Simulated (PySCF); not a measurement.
**Se2: script and output**

The script input.py:

```python
from pyscf import gto, scf, mp

mol = gto.M(
    atom='Se 0 0 0; Se 0 0 2.248',
    basis='ano-rcc-vdzp',
    charge=0,
    spin=2,
    symmetry=True,
    verbose=4,
)
mf = scf.UHF(mol)
mf = mf.sfx2c1e()
mf.kernel()
mp.MP2(mf).kernel()
mf.dip_moment()
print('orbital energies (hartree):', [e[max(0, n-3):n+3].round(4) for e, n in zip(mf.mo_energy, mol.nelec)])
```

```bash
$ OMP_NUM_THREADS=1 python input.py
```

Output (some set-up lines and the per-cycle HOMO/LUMO lines with their warnings removed):

```
PySCF version 2.14.0

[INPUT] Symbol           X                Y                Z      unit          X                Y                Z       unit  Magmom
[INPUT]  1 Se     0.000000000000   0.000000000000   0.000000000000 AA    0.000000000000   0.000000000000   0.000000000000 Bohr   0.0
[INPUT]  2 Se     0.000000000000   0.000000000000   2.248000000000 AA    0.000000000000   0.000000000000   4.248104328022 Bohr   0.0

nuclear repulsion = 272.121377145694
point group symmetry = Dooh
symmetry origin: [0.         0.         2.12405216]
symmetry axis x: [1. 0. 0.]
symmetry axis y: [0. 1. 0.]
symmetry axis z: [0. 0. 1.]
num. orbitals of irrep A1g = 11
num. orbitals of irrep E1gx = 6
num. orbitals of irrep E1gy = 6
num. orbitals of irrep A1u = 11
num. orbitals of irrep E1uy = 6
num. orbitals of irrep E1ux = 6
num. orbitals of irrep E2gx = 2
num. orbitals of irrep E2gy = 2
num. orbitals of irrep E2uy = 2
num. orbitals of irrep E2ux = 2
number of shells = 6
number of NR pGTOs = 252
number of NR cGTOs = 54
basis = ano-rcc-vdzp
ecp = {}

******** <class 'pyscf.x2c.sfx2c1e.sfX2C1eSymAdaptedUHF'> ********
method = sfX2C1eSymAdaptedUHF
initial guess = minao
damping factor = 0
level_shift factor = 0
DIIS = <class 'pyscf.scf.diis.CDIIS'>
SCF conv_tol = 1e-09
SCF max_cycles = 50
number electrons alpha = 35  beta = 33

******** <class 'pyscf.x2c.sfx2c1e.SpinFreeX2CHelper'> ********
approx = 1e
xuncontract = 1
Freeze 0 electrons in irreps []
    68 free electrons in irreps A1g E1gx E1gy A1u E1uy E1ux E2gx E2gy E2uy E2ux
init E= -4856.15799948446

cycle= 1 E= -4856.19300622971  delta_E= -0.035  |g|= 0.119  |ddm|= 1.74
cycle= 2 E= -4856.20898033937  delta_E= -0.016  |g|= 0.0497  |ddm|=  0.2
cycle= 3 E= -4856.21149493722  delta_E= -0.00251  |g|= 0.0196  |ddm|= 0.0652
cycle= 4 E= -4856.2121781453  delta_E= -0.000683  |g|= 0.00355  |ddm|= 0.0498
cycle= 5 E= -4856.21220182722  delta_E= -2.37e-05  |g|= 0.000844  |ddm|= 0.0094
cycle= 6 E= -4856.21220327124  delta_E= -1.44e-06  |g|= 0.000203  |ddm|= 0.00223
cycle= 7 E= -4856.21220336123  delta_E= -9e-08  |g|= 5.76e-05  |ddm|= 0.00059
cycle= 8 E= -4856.21220336779  delta_E= -6.56e-09  |g|= 1.54e-05  |ddm|= 0.00016
cycle= 9 E= -4856.21220336823  delta_E= -4.4e-10  |g|= 2.46e-06  |ddm|= 4.66e-05
Extra cycle  E= -4856.21220336825  delta_E= -1.27e-11  |g|= 1.02e-06  |ddm|= 4.46e-06
converged SCF energy = -4856.21220336825  <S^2> = 2.0415154  2S+1 = 3.0275504

******** <class 'pyscf.mp.ump2.UMP2'> ********
nocc = (np.int64(35), np.int64(33)), nmo = (54, 54)
E(UMP2) = -4856.47532670357  E_corr = -0.263123335320106
E(SCS-UMP2) = -4856.45399363417  E_corr = -0.241790265929074
E_corr(same-spin) = -0.0853358497558309
E_corr(oppo-spin) = -0.177787485564275
Dipole moment(X, Y, Z, Debye): -0.00000,  0.00000, -0.00000
orbital energies (hartree): [array([-0.4747, -0.3668, -0.3668,  0.0519,  0.271 ,  0.271 ]), array([-0.4449, -0.3502, -0.3502, -0.0225, -0.0225,  0.0743])]
```

In short: E(SCF) = -4856.212203 Eh, 9 cycles, E(MP2) − E(SCF) = -0.26312 Eh, ⟨S²⟩ = 2.042, μz(SCF) = 0.00 D.

Run time: 6.4 s on 1 thread of Arm Neoverse V1 (shared host).

The bond length is a typed value, not an optimised one. No search for the lowest solution was made.
